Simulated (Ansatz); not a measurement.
A structure relaxed at B3LYP-D4/def2-TZVP in Ansatz, charge 0, singlet:

Cartesian coordinates in Å:
```
Hf 0.334 -0.383 -0.647
O 1.640 0.162 -1.701
O -0.447 1.178 0.445
O 0.104 0.285 1.505
H -0.952 -1.340 -1.648
H -0.679 0.098 2.046
```

Question: Give its formula.

Answer: HfO₃H₂.

Question: Summarise the bond lengths by kind (pairs closer than 1.2 times the sum of covalent radii, bridged metal pairs left out).

Answer: 3 × Hf–O 1.76 to 2.27 Å; 1 × O–O 1.49 Å; 1 × H–Hf 1.89 Å; 1 × H–O 0.97 Å. The metal has 4 neighbours: O 1.76 Å, O 2.06 Å, O 2.27 Å, H 1.89 Å.

In the def2 sets Hf takes a core potential; there is no spin–orbit coupling. The structure holds one bond between oxygen atoms, so isomers without such links may lie far lower. The relaxation made no stability test and no search for a lower SCF solution. No other spin state of charge 0 was run. Another isomer (singlet) lies 1.34 eV lower at PBE0-D4/def2-TZVP; other spin states weren't run for this one.
